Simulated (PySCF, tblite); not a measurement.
Species: C5H7FOSi.
SMILES with atom numbers: `[CH:1]#[C:2][Si@@H:3]1[C@@H:4]([F:5])[C@@H:6]1[O:7][CH3:8]` (hydrogens: H9 on C1; H10 on Si3; H11 on C4; H12 on C6; H13, H14, H15 on C8)

Geometry (GFN2-xTB, Å), atoms numbered from 1 in this order:
```
atom  x, y, z in Å
C1     3.4717    0.4534   -0.3015
C2     2.4971    0.2194    0.3644
Si3    1.0243   -0.1187    1.4005
C4    -0.1467   -1.4243    0.6645
F5    -0.8838   -2.2714    1.4600
C6    -0.6767    0.0169    0.5688
O7    -0.7775    0.5766   -0.7068
C8    -1.8939    0.1101   -1.4324
H9     4.3162    0.6540   -0.8957
H10    1.1055    0.0187    2.8410
H11    0.0680   -1.9208   -0.2773
H12   -1.5609    0.1939    1.1866
H13   -2.8290    0.3694   -0.9209
H14   -1.8590   -0.9761   -1.5704
H15   -1.8596    0.6011   -2.4028
```

Theory: CAM-B3LYP/def2-SVPD in PySCF (dipole) on a GFN2-xTB geometry, gas phase.

Masses are those of the commonest isotopes; rigid-rotor values at the optimised geometry. The values belong to one conformer with, in the numbering `[CH:1]#[C:2][Si@@H:3]1[C@@H:4]([F:5])[C@@H:6]1[O:7][CH3:8]`, C4–C6–O7–C8 77°.

(1) Give the principal moments of inertia and the rotational constants in MHz.

(2) What kind of rotor is it?

(3) What does the inertial defect say?

(4) List the rotational levels J(Ka,Kc) to J = 4 (MHz).

(5) Which lines would a microwave search look for?

Results:

(1) Ia = 238.53, Ib = 410.02, Ic = 569.93 u·Å²; 505379 MHz·u·Å²/I gives A = 2119, B = 1233, C = 886.7 MHz.

(2) An asymmetric top; Ray's κ = -0.439.

(3) Not planar: Δ = Ic − Ia − Ib = -78.62 u·Å². For a rigid frame Δ = −2 Σ m c², so Σ m c² = 39.31 u·Å² lies off the ab plane: 9.78 from hydrogen and 29.53 from heavier atoms. The atom farthest from that plane is 1.60 Å away.

(4) Above 0(0,0):
J = 1: 1(0,1) 2119, 1(1,1) 3005, 1(1,0) 3351
J = 2: 2(0,2) 6275, 2(1,2) 6898, 2(1,1) 7936, 2(2,1) 10594, 2(2,0) 10677
J = 3: 3(0,3) 12328, 3(1,3) 12691, 3(1,2) 14753, 3(2,2) 16952, 3(2,1) 17340, 3(3,1) 22294, 3(3,0) 22307
J = 4: 4(0,4) 20162, 4(1,4) 20342, 4(1,3) 23713, 4(2,3) 25364, 4(2,2) 26393, 4(3,2) 30906, 4(3,1) 30993, 4(4,1) 38203, 4(4,0) 38205
Those of J = 1 are B + C, A + C and A + B.

(5) The dipole components are |μa| = 0.80 D, |μb| = 1.00 D, |μc| = 0.06 D. The squared components, which scale the intensities, stand as 0.63 : 1.00 : 0.00 (a : b : c). Some lines, for components of 0.1 D or more:

| type | branch | J(Ka,Kc) | MHz | lower level (cm⁻¹) |
| --- | --- | --- | --- | --- |
| a | Q | 1(1,0) ← 1(1,1) | 346 | 0.100 |
| a | Q | 2(1,1) ← 2(1,2) | 1038 | 0.230 |
| b | Q | 1(1,0) ← 1(0,1) | 1232 | 0.071 |
| b | Q | 2(1,1) ← 2(0,2) | 1661 | 0.209 |
| a | R | 1(0,1) ← 0(0,0) | 2119 | 0.000 |
| b | R | 1(1,1) ← 0(0,0) | 3005 | 0.000 |
| b | R | 2(0,2) ← 1(1,1) | 3269 | 0.100 |
| a | R | 2(1,2) ← 1(1,1) | 3893 | 0.100 |
| a | R | 2(0,2) ← 1(0,1) | 4156 | 0.071 |
| a | R | 2(1,1) ← 1(1,0) | 4584 | 0.112 |
| b | R | 2(2,1) ← 1(1,0) | 7243 | 0.112 |

Its GFN2-xTB frequencies are all real (lowest 56 cm⁻¹). Constants of a rigid frame at the computed geometry: no zero-point averaging, no centrifugal distortion. A rigid rotor knows nothing of internal rotation, which can split or shift real lines.
